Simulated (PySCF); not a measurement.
BClH, SMILES [BH]Cl, multiplicity 2.

Coordinates come from a PBE0-D3(BJ)/def2-TZVPD optimisation. The isomer is the one that the SMILES or the coordinates give; other isomers of the formula were not compared.

Two levels are set side by side: PBE/def2-TZVPD (PySCF) and B3LYP/def2-TZVPD (PySCF). Same geometry, gas phase. Differences are taken from unrounded values.

| quantity | B3LYP |
|---|---|
| α-spin orbital gap (eV) | 3.62 |
| β-spin orbital gap (eV) | 7.50 |
| dipole moment (D) | 0.48 |
| mean polarisability (bohr³) | 32.3 |

Task: What does PBE give, and how far is it from B3LYP? (An estimate is asked for; the answer gives what the named calculation found.)

Result: 
```json
[
 {"quantity": "α-spin orbital gap (eV)", "PBE": "1.73", "PBE minus B3LYP": "-1.89"},
 {"quantity": "β-spin orbital gap (eV)", "PBE": "5.92", "PBE minus B3LYP": "-1.58"},
 {"quantity": "dipole moment (D)", "PBE": "0.53", "PBE minus B3LYP": "0.05"},
 {"quantity": "mean polarisability (bohr³)", "PBE": "33.3", "PBE minus B3LYP": "1.0"}
]
```

Rough cost on one machine, each run with all the roots and properties that it gave: B3LYP against PBE within a factor of 2.
